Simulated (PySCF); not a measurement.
Species: sum formula HSO₃ (charge -1, singlet). It need not be the lowest isomer of its formula. 
Geometry from a B3LYP-D3(BJ)/def2-TZVP (Ansatz) optimisation:
SMILES: O=[SH](=O)[O-]
```xyz
5

S     -0.0978    -0.0981     0.0970
O      0.6836     0.6727     1.0616
O      0.6791    -1.0538    -0.6894
O     -1.0557     0.6889    -0.6765
H     -0.8906    -0.8931     0.8828
```
Charge -1, spin multiplicity 1.

Dispersion corrections to the total energy (kcal/mol) from the dftd3 and dftd4 libraries through PySCF: D3(BJ) without and D4 with the three-body term, each with the damping fitted for the functional named.

```
functional      D3(BJ)          D4
----------  ----------  ----------
PW6B95           -0.94       -2.43
TPSS             -2.50       -3.54
BHLYP            -2.82       -2.94
BP86        (withheld)       -3.33
HSE06            -1.21  (withheld)
HF              -20.71      -10.76
BLYP             -4.41  (withheld)
```

### Question
What belongs in the gaps?

### Answer

- BP86, D3(BJ): -3.14
- HSE06, D4: -1.95
- BLYP, D4: -6.05
